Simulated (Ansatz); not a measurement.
Diatomic TcF, multiplicity 5 (an upper state: multiplicity 7 came lower at CCSD(T)/def2-TZVPP on PBE0 minima). No spin–orbit coupling. The T1 diagnostic near the minimum is 0.056, so single-reference values are doubtful.

The constants come from a fifth-degree fit in 1/R (seven points, main isotopes). In def2 and cc sets the state is the lowest found near the PBE0 minimum, followed along R.

Codes used: Ansatz (a first-principles code). Each number belongs to the level named beside it. In def2 rows elements past Kr take small-core potentials, without spin–orbit coupling.

Energies at PBE/def2-TZVPP:

```
R (Å)       E (hartree)
--------  -------------
1.722039  -180.55783589
1.768331  -180.56382028
1.810919  -180.56669559
1.859062  -180.56758443
1.907205  -180.56655403
1.962754  -180.56360969
2.027562  -180.55852001
```

Task: With a reduced mass of 15.8843 u, find the minimum, the force constant and the constants.

Result: A fifth-degree polynomial in 1/R puts the minimum at r_e = 1.8550 Å with force constant 368 N/m. Then ω_e = (1/2πc)√(k/μ) = 627 cm⁻¹ and B_e = h/(8π²cμr_e²) = 0.3084 cm⁻¹; the cubic and quartic terms give α_e = 0.0024 and ω_e x_e = 3.9 cm⁻¹.
